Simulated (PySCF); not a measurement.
C₂HF₅, charge +1, quartet, at the geometry of the source list (a state made from the parent by changing its charge; the spin is typed, not shown lowest); MP2/pcseg-1 (PySCF).

PySCF was given this input:
```python
from pyscf import gto, scf, mp

mol = gto.Mole()
mol.atom = '''
    F     1.102200   -1.199300    0.674800
    C     0.779900   -0.121000   -0.054700
    F     1.418900    0.937000    0.466100
    C    -0.748200    0.111400    0.004700
    F    -1.192800    0.297900    1.238800
    F    -1.077500    1.181400   -0.720600
    F    -1.391400   -0.935900   -0.513700
    H     1.108800   -0.271500   -1.095500
'''
mol.basis = 'pcseg-1'
mol.charge = 1
mol.spin = 3
mol.verbose = 4
mol.build()

mf = scf.UHF(mol)
mf.kernel()

pt = mp.MP2(mf)
pt.kernel()
print('E(MP2) = %.10f' % pt.e_tot)
```

It wrote (shortened):

```
PySCF version 2.14.0

[INPUT] verbose = 4
[INPUT] num. atoms = 8
[INPUT] num. electrons = 57
[INPUT] charge = 1
[INPUT] spin (= nelec alpha-beta = 2S) = 3
[INPUT] symmetry False subgroup None
[INPUT] Mole.unit = angstrom
[INPUT] Symbol           X                Y                Z      unit          X                Y                Z       unit  Magmom
[INPUT]  1 F      1.102200000000  -1.199300000000   0.674800000000 AA    2.082856134496  -2.266348541191   1.275187188857 Bohr   0.0
[INPUT]  2 C      0.779900000000  -0.121000000000  -0.054700000000 AA    1.473797404548  -0.228656861072  -0.103368019014 Bohr   0.0
[INPUT]  3 F      1.418900000000   0.937000000000   0.466100000000 AA    2.681332398145   1.770673378717   0.880801346660 Bohr   0.0
[INPUT]  4 C     -0.748200000000   0.111400000000   0.004700000000 AA   -1.413893086400   0.210515490277   0.008881712785 Bohr   0.0
[INPUT]  5 F     -1.192800000000   0.297900000000   1.238800000000 AA   -2.254065321381   0.562949412508   2.340992723111 Bohr   0.0
[INPUT]  6 F     -1.077500000000   1.181400000000  -0.720600000000 AA   -2.036179899219   2.232522443561  -1.361736645362 Bohr   0.0
[INPUT]  7 F     -1.391400000000  -0.935900000000  -0.513700000000 AA   -2.629364929720  -1.768594679980  -0.970752310189 Bohr   0.0
[INPUT]  8 H      1.108800000000  -0.271500000000  -1.095500000000 AA    2.095328326918  -0.513060642819  -2.070194969461 Bohr   0.0

nuclear repulsion = 359.1601878709
number of shells = 23
number of NR pGTOs = 182
number of NR cGTOs = 103
basis = pcseg-1
ecp = {}

******** <class 'pyscf.scf.uhf.UHF'> ********
method = UHF
initial guess = minao
damping factor = 0
level_shift factor = 0
DIIS = <class 'pyscf.scf.diis.CDIIS'>
diis_start_cycle = 1
diis_space = 8
diis_damp = 0
SCF conv_tol = 1e-09
SCF conv_tol_grad = None
SCF max_cycles = 50
direct_scf = True
direct_scf_tol = 1e-13
number electrons alpha = 30  beta = 27
Set gradient conv threshold to 3.16228e-05
init E= -574.46500238508

cycle= 1 E= -571.806733576277  delta_E= 2.66  |g|= 1.02  |ddm|= 7.73

cycle= 2 E= -572.088844838549  delta_E= -0.282  |g|= 0.781  |ddm|= 4.93

cycle= 3 E= -572.307105714821  delta_E= -0.218  |g|= 0.127  |ddm|= 0.922

cycle= 4 E= -572.316186277231  delta_E= -0.00908  |g|= 0.0456  |ddm|= 0.371

cycle= 5 E= -572.3196371659  delta_E= -0.00345  |g|= 0.0241  |ddm|= 0.364

cycle= 6 E= -572.320482197332  delta_E= -0.000845  |g|= 0.0126  |ddm|= 0.172

cycle= 7 E= -572.32092800887  delta_E= -0.000446  |g|= 0.00755  |ddm|= 0.141

cycle= 8 E= -572.321179552451  delta_E= -0.000252  |g|= 0.00438  |ddm|= 0.127

cycle= 9 E= -572.321288345094  delta_E= -0.000109  |g|= 0.00297  |ddm|= 0.0893

cycle= 10 E= -572.321341728503  delta_E= -5.34e-05  |g|= 0.00247  |ddm|= 0.0601

cycle= 11 E= -572.321383961018  delta_E= -4.22e-05  |g|= 0.00204  |ddm|= 0.057

cycle= 12 E= -572.321425543169  delta_E= -4.16e-05  |g|= 0.0018  |ddm|= 0.064

cycle= 13 E= -572.321462900042  delta_E= -3.74e-05  |g|= 0.00154  |ddm|= 0.064

cycle= 14 E= -572.321504091112  delta_E= -4.12e-05  |g|= 0.00126  |ddm|= 0.0741

cycle= 15 E= -572.321537951403  delta_E= -3.39e-05  |g|= 0.00103  |ddm|= 0.0814

cycle= 16 E= -572.321563886207  delta_E= -2.59e-05  |g|= 0.000686  |ddm|= 0.0752

cycle= 17 E= -572.321575941703  delta_E= -1.21e-05  |g|= 0.000466  |ddm|= 0.0639

cycle= 18 E= -572.321580096313  delta_E= -4.15e-06  |g|= 0.000309  |ddm|= 0.041

cycle= 19 E= -572.321581110436  delta_E= -1.01e-06  |g|= 0.000211  |ddm|= 0.0161

cycle= 20 E= -572.321581490741  delta_E= -3.8e-07  |g|= 0.000167  |ddm|= 0.00998

cycle= 21 E= -572.321581666651  delta_E= -1.76e-07  |g|= 0.000162  |ddm|= 0.00171

cycle= 22 E= -572.321581749344  delta_E= -8.27e-08  |g|= 0.000164  |ddm|= 0.00101

cycle= 23 E= -572.321581719763  delta_E= 2.96e-08  |g|= 0.000162  |ddm|= 0.000717

cycle= 24 E= -572.321581569451  delta_E= 1.5e-07  |g|= 0.000148  |ddm|= 0.00414

cycle= 25 E= -572.321581386208  delta_E= 1.83e-07  |g|= 0.000133  |ddm|= 0.00676

cycle= 26 E= -572.321581190751  delta_E= 1.95e-07  |g|= 0.000113  |ddm|= 0.00697

cycle= 27 E= -572.321581079297  delta_E= 1.11e-07  |g|= 0.000101  |ddm|= 0.00307

cycle= 28 E= -572.321581090258  delta_E= -1.1e-08  |g|= 8.77e-05  |ddm|= 0.00102

cycle= 29 E= -572.321581136051  delta_E= -4.58e-08  |g|= 6.9e-05  |ddm|= 0.00281

cycle= 30 E= -572.321581223008  delta_E= -8.7e-08  |g|= 5.49e-05  |ddm|= 0.00484

cycle= 31 E= -572.321581252229  delta_E= -2.92e-08  |g|= 4.72e-05  |ddm|= 0.00294

cycle= 32 E= -572.321581290091  delta_E= -3.79e-08  |g|= 4.09e-05  |ddm|= 0.00323

cycle= 33 E= -572.321581296776  delta_E= -6.69e-09  |g|= 3.64e-05  |ddm|= 0.00129

cycle= 34 E= -572.321581301597  delta_E= -4.82e-09  |g|= 3.18e-05  |ddm|= 0.00135

cycle= 35 E= -572.321581301566  delta_E= 3.12e-11  |g|= 2.41e-05  |ddm|= 0.00076

Extra cycle  E= -572.321581303592  delta_E= -2.03e-09  |g|= 2.49e-05  |ddm|= 0.000143
converged SCF energy = -572.321581303592  <S^2> = 3.7941236  2S+1 = 4.0220013

******** <class 'pyscf.mp.ump2.UMP2'> ********
nocc = (np.int64(30), np.int64(27)), nmo = (103, 103)
E(UMP2) = -573.554609719884  E_corr = -1.23302841629277
E(SCS-UMP2) = -573.48778722365  E_corr = -1.16620592005802
E_corr(same-spin) = -0.361647899415341
E_corr(oppo-spin) = -0.871380516877424
E(MP2) = -573.5546097199
```
